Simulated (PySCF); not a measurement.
Al(Me)(SiH3)2, SMILES [SiH3][Al]([CH3])[SiH3] (CH9AlSi2), PBE0/def2-SVP optimised geometry.

```
13

Al    -0.47     0.51     0.00
C     -1.47     2.20     0.00
H     -1.25     2.76    -0.92
H     -1.15     2.84     0.84
H     -2.56     2.07     0.07
Si     1.99     0.51     0.00
H      2.53    -0.29    -1.15
H      2.52    -0.14     1.25
H      2.60     1.88    -0.08
Si    -1.67    -1.65     0.00
H     -0.76    -2.84    -0.05
H     -2.60    -1.75    -1.17
H     -2.51    -1.79     1.24
```

Density from PBE0/def2-TZVP run with PySCF at that geometry.

Minimum of the electron density along straight lines between bonded atoms, close to the bond critical point (lines longer than 1.1 times the sum of covalent radii, or with two minima, are not listed):

```
bond      length / Å  ρ at the minimum / e bohr⁻³  ∇²ρ there / e bohr⁻⁵  position (fraction from the first atom)
--------  ----------  ---------------------------  --------------------  ---------------------------------------
Al1–C2         1.962                          ___                  0.25                                     0.40
C2–H3          1.105                        0.261                 -0.83                                     0.64
C2–H4          1.104                        0.262                 -0.84                                     0.64
C2–H5          1.101                        0.265                 -0.86                                     0.64
Al1–Si6        2.466                        0.062                  0.02                                     0.36
Si6–H7         1.501                        0.115                  0.15                                     0.49
Si6–H8         1.502                        0.114                  0.15                                     0.49
Si6–H9         1.500                        0.115                  0.15                                     0.49
Al1–Si10       2.467                        0.062                  0.02                                     0.36
Si10–H11       1.499                        0.116                  0.15                                     0.49
Si10–H12       1.502                        0.114                  0.15                                     0.49
Si10–H13       1.502                        0.114                  0.15                                     0.49
```

Problem. Some entries are withheld; supply them.

Solution. 
- Al1–C2, ρ at the minimum / e bohr⁻³: 0.085
